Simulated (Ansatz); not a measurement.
`[NH2][Hf]([NH2])([OH])[F]`, charge 0, multiplicity 1.

**Question.** Give a relaxed structure at PBE0-D4/def2-TZVP (the Gaussian-basis code of Ansatz). (An estimate is asked.)

**Answer.** Ansatz gave: 
```xyz
10

N    -1.333   -1.055   -0.628
Hf    0.049    0.415   -0.371
N     0.311    0.610    1.640
O     1.652   -0.164   -1.284
F    -0.538    2.133   -1.020
H    -1.163   -1.944   -1.076
H    -2.321   -0.976   -0.431
H     0.047   -0.076    2.333
H     0.711    1.409    2.112
H     2.585   -0.353   -1.275
```
This is one stationary point; other conformers may exist.
